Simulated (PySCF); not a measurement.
Spectra and structures to be paired. Computed with TDDFT CAM-B3LYP/def2-SVPD, vertical, gas phase, core orbitals frozen in the response in PySCF 2.14.0, density-fitted response routines. Geometries: PBE0-D3(BJ)/def2-SVP; one conformer of each isolated species. Triplets are in the Tamm–Dancoff approximation.

A. `c1(ccc(cc1)Cl)C=O` (C7H5ClO)
B. `C=CCC(=C)C(=O)C(F)(F)F` (C7H7F3O)
C. `O(BF)C` (CH4BFO)
D. `O=Cc1cccc(Cl)c1` (C7H5ClO)

Lowest singlet levels (six at most, fewer where fewer were computed) with oscillator strengths:

1. 319 nm (f 0.000); 248 nm (f 0.012); 242 nm (f 0.375); 198 nm (f 0.219); 190 nm (f 0.000); 184 nm (f 0.000)
2. 313 nm (f 0.000); 230 nm (f 0.036); 215 nm (f 0.207); 174 nm (f 0.009); 167 nm (f 0.379); 165 nm (f 0.122); T1 3.38 eV
3. 321 nm (f 0.000); 261 nm (f 0.031); 231 nm (f 0.140); 198 nm (f 0.652); 189 nm (f 0.000); 188 nm (f 0.186); T1 3.34 eV
4. 145 nm (f 0.017); 142 nm (f 0.010); 139 nm (f 0.108); 138 nm (f 0.093); 136 nm (f 0.005); 128 nm (f 0.040); T1 7.53 eV

Task: Match each spectrum to its molecule.

Result: 1 = A, 2 = B, 3 = D, 4 = C.
- A: S1 at 3.88 eV, HOMO-1→LUMO (87%), HOMO-1→LUMO+4 (11%); Löwdin shares by element: HOMO carbon 46% or more, chlorine 22% (atoms not listed hold the other 32%); LUMO carbon 45% or more, oxygen 18% (atoms not listed hold the other 37%); HOMO -8.82 and LUMO -1.14 eV.
- B: S1 at 3.96 eV, HOMO-2→LUMO (74%), HOMO→LUMO (16%); Löwdin shares by element: HOMO carbon 77% or more (atoms not listed hold the other 23%); LUMO carbon 60% or more, oxygen 26%; HOMO -9.21 and LUMO -1.37 eV.
- C: S1 at 8.55 eV, HOMO-1→LUMO+1 (92%); Löwdin shares by element: HOMO oxygen 51%, carbon 19%, hydrogen 10% or more, boron 8%; LUMO boron 52%, carbon 18%, fluorine 6%, oxygen 6% (atoms not listed hold the other 18%); HOMO -10.85 and LUMO 1.10 eV.
- D: S1 at 3.87 eV, HOMO-1→LUMO (88%), HOMO-1→LUMO+4 (11%); Löwdin shares by element: HOMO carbon 47% or more, chlorine 24% (atoms not listed hold the other 29%); LUMO carbon 46% or more, oxygen 18% (atoms not listed hold the other 36%); HOMO -8.81 and LUMO -1.17 eV; point group Cs, 2 of its 6 listed states under f = 0.0005.
A and B have S1 within 0.08 eV of each other; their strongest listed levels stand at 5.13 eV (f 0.375) and 7.43 eV (f 0.379).
A and D have S1 within 0.02 eV of each other; their strongest listed levels stand at 5.13 eV (f 0.375) and 6.26 eV (f 0.652).
B and D have S1 within 0.10 eV of each other; their strongest listed levels stand at 7.43 eV (f 0.379) and 6.26 eV (f 0.652).
